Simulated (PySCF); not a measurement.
F₄Te, SMILES F[Te+](F)(F)F, charge +1, multiplicity 2.

The structure is a stationary point at PBE0-D3(BJ)/def2-SVP. The def2 effective core potentials stand for the cores of Te; spin–orbit coupling is left out.

These are PBE0-D3(BJ)/def2-SVP (PySCF 2.14.0) values and carry that method's errors.

Frequencies are harmonic and unscaled.

Q: List the normal modes with their intensities. (An estimate is asked for; the answer gives what the named calculation found.)

A: 
| mode | ν (cm⁻¹) | IR (km/mol) | moving atoms (share of kinetic energy) |
|---|---|---|---|
| 1 | 118 | 11.6 | F 81 %, Te 19 % |
| 2 | 133 | 3.1 | F 94 % |
| 3 | 202 | 0.0 | F 100 % |
| 4 | 220 | 21.2 | F 81 %, Te 19 % |
| 5 | 234 | 16.4 | F 89 %, Te 11 % |
| 6 | 526 | 3.7 | F 75 %, Te 25 % |
| 7 | 571 | 1.0 | F 100 % |
| 8 | 733 | 28.6 | F 88 %, Te 12 % |
| 9 | 740 | 47.5 | F 85 %, Te 15 % |
